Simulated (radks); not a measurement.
Results of a calculation; reference values are marked as such.
Species: Nd II. Configuration: [Xe] 4f4 7p1 (not the ground configuration). Code: a radial shooting solver on a logarithmic mesh with Libxc functionals. Model: Dirac Kohn-Sham, PBE, spin-unpolarised, spherical densities, point nucleus; open shells fill j = l - 1/2 first. Some entries of the table are withheld. Estimate them.

orbital  occ.  eigenvalue (eV)  <r> (bohr)
1s1/2       2        -43372.56     0.02363
2s1/2       2        -7019.676      0.1005
2p1/2       2        -6641.107     0.08422
2p3/2       4        -6121.019     0.09063
3s1/2       2        -1530.011      0.2659
3p1/2       2        -1368.449      0.2556
3p3/2       4        -1264.622      0.2681
3d3/2       4        -983.4819      0.2394
3d5/2       6        -961.0397      0.2433
4s1/2       2        -311.6531      0.6074
4p1/2       2              (1)      0.6239
4p3/2       4              (2)      0.6521
4d3/2       4        -128.1102      0.7017
4d5/2       6        -124.1389      0.7118
5s1/2       2         -49.9085       1.473
5p1/2       2         -33.6681       1.658
5p3/2       4         -30.6245       1.745
4f5/2       4         -11.2743         (3)
4f7/2       0         -10.8684         (4)
7p1/2       1          -3.3791       9.450
7p3/2       0          -3.2670       9.606

Answer. 
(1) 4p1/2 eigenvalue (eV): -250.7030
(2) 4p3/2 eigenvalue (eV): -228.2103
(3) 4f5/2 <r> (bohr): 1.084
(4) 4f7/2 <r> (bohr): 1.101
